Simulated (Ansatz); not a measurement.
Consider the cleavage of the Si–Si bond: `N[SiH2][SiH](N)O` + `N[SiH2]N` → `N[SiH2]N[SiH](N)O` + `N[SiH3]`.

Computed with Ansatz on PBE0-D4/def2-TZVP structures; ΔE is electronic, products minus reactants. CCSD(T)/CBS is the MP2 limit (def2-TZVPP, def2-QZVPP) plus CCSD(T) − MP2 in def2-TZVPP, frozen cores. This one scheme is used for every species. DFT in def2-TZVPP. Each species was taken in one conformer, which may not be the lowest.

`N[SiH2][SiH](N)O`:

```xyz
13

N     1.049   -1.417   -0.938
Si   -0.006   -0.119   -1.420
Si   -0.640    0.994    0.556
N     0.624    0.546    1.617
O    -2.143    0.603    1.129
H     0.676   -2.140   -0.342
H     1.642   -1.831   -1.642
H     0.813    0.768   -2.294
H    -1.191   -0.541   -2.232
H    -0.770    2.464    0.381
H     0.835    1.004    2.488
H     1.376   -0.031    1.277
H    -2.265   -0.302    1.420
```

`N[SiH2]N`:

```xyz
9

N    -1.393   -0.349    0.260
Si    0.249   -0.444   -0.211
N     0.988    1.071    0.084
H    -1.659   -0.106    1.200
H    -2.090   -0.912   -0.198
H     0.178   -0.900   -1.631
H     1.115   -1.404    0.534
H     1.969    1.128    0.300
H     0.643    1.917   -0.338
```

`N[SiH2]N[SiH](N)O`:

Cartesian coordinates in Å:
```
N -0.675 0.527 2.022
Si -1.662 0.300 0.610
N -0.624 0.197 -0.750
Si 0.805 -0.766 -0.926
N 1.893 0.131 -1.890
O 1.253 -1.163 0.598
H -0.231 1.424 2.162
H -1.039 0.183 2.899
H -2.622 1.405 0.327
H -2.427 -0.936 0.922
H -0.917 0.698 -1.576
H 0.622 -2.036 -1.670
H 2.214 1.042 -1.605
H 2.602 -0.356 -2.415
H 0.810 -0.649 1.294
```

`N[SiH3]`:

```xyz
7

N     0.698    0.363    0.720
Si   -0.509   -0.189   -0.374
H     1.248    1.174    0.488
H     1.251   -0.307    1.230
H    -1.341    0.980   -0.763
H    -0.011   -0.819   -1.633
H    -1.335   -1.203    0.332
```

```csv
level,ΔE (kJ/mol)
r2SCAN-D4,-105.2
MP2/def2-TZVPP,-118.3
```

(1) What does CCSD(T)/CBS give? (Estimate.)

Largest T1 diagnostic among the species: 0.012.

Results:

(1) Ansatz gave: -108.3 kJ/mol. The listed levels differ from it by 3.1, -10.0 kJ/mol.

From PBE to PBE0 (25 % exact exchange), in def2-TZVPP and without D4, ΔE moves by −7.8 kJ/mol. The D4 term adds −4.9 kJ/mol with B3LYP and −2.6 kJ/mol with PBE0; it sums over pairs of atoms, weighted by their polarisabilities, and B3LYP, whose exchange is more repulsive, gets the larger term.

B3LYP here is the variant with VWN-RPA as its local correlation; programs differ in this.
